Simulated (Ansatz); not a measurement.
Born–Oppenheimer molecular dynamics of H8SeSiSn (11 atoms, charge 0, multiplicity 1). It starts at the highest image of a converged band. Of that band: Neighbouring images differ by up to 1.7 eV, so the band resolves the path poorly. A vibrational analysis at the climbing image gives one clearly imaginary mode, 1010i cm⁻¹: a first-order saddle point.

These are results of RKS PBE-D4/def2-SVP in Ansatz, not measurements.

| Item | Value |
| --- | --- |
| ensemble | NVE (velocity Verlet) |
| time step | 0.5 fs |
| steps asked | 200 |
| starting velocities drawn for | 100 K |
| seed | 3466 |

First frame:

```xyz
11
Properties=species:S:1:pos:R:3
Sn -1.306 -0.691 0.092
Si 0.882 1.016 -0.908
H -1.221 -2.086 -0.915
H -2.273 -0.866 1.520
H -2.037 0.660 -0.762
H 0.938 -0.353 0.323
Se 1.038 -1.559 1.698
H 0.382 2.327 -0.356
H 0.384 0.863 -2.324
H 2.392 1.077 -0.956
H 0.821 -0.388 2.587
```

Task: How far do the bonds stretch over the last three quarters of this one trajectory? (Pairs bonded in most of those frames.)

Result: 
```csv
bond,mean (Å),spread (Å),shortest,longest
Sn1–Si2,2.602,0.191,2.38,2.93
Sn1–H3,1.735,0.023,1.70,1.78
Sn1–H4,1.737,0.028,1.69,1.78
Sn1–H5,1.750,0.031,1.69,1.81
Si2–H8,1.511,0.007,1.50,1.52
Si2–H9,1.510,0.011,1.49,1.53
Si2–H10,1.511,0.008,1.50,1.53
H6–Se7,1.510,0.065,1.41,1.61
Se7–H11,1.484,0.010,1.47,1.50
```

Mean temperature of the second half: 994 K. The conserved energy stayed within 0.068 meV per atom of its start (net change -0.061 meV per atom), so the integration is sound. The system heated up, since it started high on the potential surface and ran downhill. A run of 0.1 ps of so small a system gives no equilibrium averages. The orbitals stay closed-shell, which can raise the energy where a bond breaks towards radicals; this wasn't checked here.

The run took 7.8 min on 2 threads of Arm Neoverse V1 (shared host), peak memory 0.16 GiB.
